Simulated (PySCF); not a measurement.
**Successive Ru–H bond energies**

Level of theory: PBE0 in PySCF with Ru def2-TZVP with ECP28, H def2-TZVP; scalar-relativistic core potentials, no spin–orbit coupling; density-fitted integrals.

Each entry is the lowest minimum that a search over a few typed start shapes (and spin states, where more than one is plausible) found, or that minimum re-optimised at the stated level; isomers with ligand–ligand bonds, or fragments after loss of a ligand pair, can lie lower.

Total energies (Eh), which compare only within these settings: H atom -0.50106.

| species | 2S+1 | group | E (Eh) | ZPE (kJ/mol) |
| --- | --- | --- | --- | --- |
| RuH₂ | 3 | C2v | -95.99409 | 29.3 |
| RuH₃ | 2 | C3v | -96.59323 | 51.4 |
| RuH₄ | 1 | C4v | -97.20793 | 77.5 |

(1) What are De and D0 for RuH₃ → RuH₂ + H?

(2) What are De and D0 for RuH₄ → RuH₃ + H?

Answers

(1) De = [(-95.99409) + (-0.50106) − (-96.59323)] × 2625.5 = 258 kJ/mol. The zero-point energy changes by -22.1 kJ/mol, so D0 = 235 kJ/mol.

(2) De = [(-96.59323) + (-0.50106) − (-97.20793)] × 2625.5 = 298 kJ/mol. The zero-point energy changes by -26.0 kJ/mol, so D0 = 272 kJ/mol.

Atoms and open shells are unrestricted, without spin–orbit or basis-set superposition corrections.

One determinant describes each species, so states of open d or f shells may be missed.
